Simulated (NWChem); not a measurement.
C3H5BO; SMILES OB1C=CC1

```xyz
10

O      0.1131    -1.8972     0.0000
B      0.0620    -0.5509     0.0000
C      1.1344     0.5702     0.0000
C      0.1181     1.4646     0.0000
C     -1.1077     0.5626     0.0000
H     -0.7613    -2.3005     0.0000
H      2.2116     0.7490     0.0000
H      0.1434     2.5645     0.0000
H     -1.7505     0.6510    -0.8932
H     -1.7505     0.6510     0.8932
```
Atoms are numbered in this order, from 1.

Level: PBE0/def2-SVP (NWChem), optimised geometry, unscaled harmonic frequencies. 

Problem. List the harmonic frequencies with IR intensities, and the thermochemistry.

Solution. 
```tsv
frequency (cm⁻¹)	IR intensity (km/mol)
77	2.2
369	8.8
463	0.5
594	107.7
597	1.9
758	72.6
799	29.7
914	3.8
915	73.7
979	7.9
1004	0.7
1054	1.8
1105	8.3
1139	91.3
1166	31.8
1317	2.5
1423	31.8
1498	431.6
1612	11.9
3055	24.0
3107	14.0
3143	26.1
3239	4.5
3905	94.4
```

```yaml
zero_point_energy: 48.9 kcal/mol
thermal correction to the enthalpy at 298.15 K (with zero-point energy): 52.6 kcal/mol
heat capacity Cv: 17.4 cal/(mol K)
entropy at 298.15 K and 1 atm (symmetry number 1): 71.5 cal/(mol K)
dipole_moment: 1.49 D
```

Rigid rotor and harmonic oscillator; modes under 100 cm⁻¹ make the entropy uncertain.
